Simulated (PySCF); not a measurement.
Gas-phase reaction: ZnF₂ + 2 ICl → ZnI₂ + Cl₂ + 2 F

Method: PySCF energies plus ideal-gas RRHO corrections (1 bar). † marks an energy on the PBE0/def2-TZVP geometry and frequencies; other levels use their own. MP2 and CCSD(T) freeze the core. Open shells (unrestricted): F (multiplicity 2, electronic degeneracy 6); the rest are closed-shell singlets. Spin-orbit splitting is ignored; it lowers the true energy and changes the entropy of F. I: scalar-relativistic def2 core potential, no spin-orbit coupling. Zn: all electrons, no relativistic terms. MP2 isn't extrapolated to the basis-set limit; its ΔH°(298 K) is 498.9 kJ in def2-SVP and 699.2 kJ in def2-TZVPP. CCSD(T) isn't extrapolated to the basis-set limit; its ΔH°(298 K) is 459.4 kJ in def2-SVP and 640.8 kJ in def2-TZVPP. The harmonic model lacks anharmonicity and excited electronic states, which grow with temperature; levels with a mode under 35 cm⁻¹ are left out. Soft modes under 120 cm⁻¹ make the harmonic entropy rough for ZnI₂.

```json
[
 {"level": "BLYP/def2-TZVP†", "ΔE electronic, kJ": "579", "ΔH°(298 K), kJ": "577", "ΔS°(298 K), J/K": "113", "ΔG°(1000 K), kJ": "460"},
 {"level": "CCSD(T)/def2-TZVPP†", "ΔE electronic, kJ": "643", "ΔH°(298 K), kJ": "641", "ΔS°(298 K), J/K": "113", "ΔG°(1000 K), kJ": "524"},
 {"level": "M06-2X/def2-TZVP†", "ΔE electronic, kJ": "504", "ΔH°(298 K), kJ": "502", "ΔS°(298 K), J/K": "113", "ΔG°(1000 K), kJ": "385"},
 {"level": "MP2/def2-TZVPP†", "ΔE electronic, kJ": "701", "ΔH°(298 K), kJ": "699", "ΔS°(298 K), J/K": "113", "ΔG°(1000 K), kJ": "582"},
 {"level": "PBE/def2-TZVP†", "ΔE electronic, kJ": "576", "ΔH°(298 K), kJ": "574", "ΔS°(298 K), J/K": "113", "ΔG°(1000 K), kJ": "457"},
 {"level": "PBE0/def2-QZVP†", "ΔE electronic, kJ": "526", "ΔH°(298 K), kJ": "524", "ΔS°(298 K), J/K": "113", "ΔG°(1000 K), kJ": "407"},
 {"level": "PBE0/def2-TZVP", "ΔE electronic, kJ": "505", "ΔH°(298 K), kJ": "503", "ΔS°(298 K), J/K": "113", "ΔG°(1000 K), kJ": "386"},
 {"level": "r2SCAN/def2-TZVP†", "ΔE electronic, kJ": "528", "ΔH°(298 K), kJ": "526", "ΔS°(298 K), J/K": "113", "ΔG°(1000 K), kJ": "409"},
 {"level": "LDA/def2-TZVP†", "ΔE electronic, kJ": "686", "ΔH°(298 K), kJ": "684", "ΔS°(298 K), J/K": "113", "ΔG°(1000 K), kJ": "567"}
]
```
ΔH° is lowest at M06-2X/def2-TZVP† and highest at MP2/def2-TZVPP†. No reference value is set beside these.
